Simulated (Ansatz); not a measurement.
The first iterations of a band of H$_{5}$NSSn (8 atoms, charge 0, multiplicity 1).

These are results of RKS PBE-D4/def2-SVP in Ansatz, not measurements.

| Quantity | Value |
| --- | --- |
| movable images | 5 |
| climbing image | yes |
| spring | 2.0 to 10.0 eV/Å², energy-weighted |
| optimiser | quadratic models (default) |
| start path | IDPP |
| force threshold | 0.05 eV/Å |
| iteration limit | 60 |
| end points | relaxed |

Image 0:

```xyz
8
Properties=species:S:1:pos:R:3
N -1.164 0.375 -0.778
Sn 0.546 0.359 0.387
S 1.237 -1.982 0.428
H -1.640 1.287 -0.727
H -0.936 0.221 -1.770
H 0.041 0.936 1.939
H 1.940 1.201 -0.218
H -0.024 -2.397 0.741
```

Image 6:

```xyz
8
Properties=species:S:1:pos:R:3
N -1.389 0.553 -0.709
Sn 0.269 0.228 0.478
S 0.519 -2.205 0.469
H -1.666 1.545 -0.707
H -1.200 0.300 -1.689
H -0.174 0.821 2.039
H 1.791 0.878 -0.067
H 1.850 -2.118 0.186
```

| iteration | highest image above the first end (eV) | largest band force component (eV/Å) |
| --- | --- | --- |
| 1 | 0.193 | 1.497 |
| 2 | 0.140 | 1.046 |

Does the band converge within its limit, and where does its top end?

The forces met the threshold. It ended after 7 iterations with the highest image 0.083 eV above the first end. Another band between the same ends (5 images) ends at a top of the same energy, where a vibrational analysis finds 1 clearly imaginary mode.

The run took 96 s on 1 thread of Arm Neoverse V1, on a shared host, peak memory 0.11 GiB.
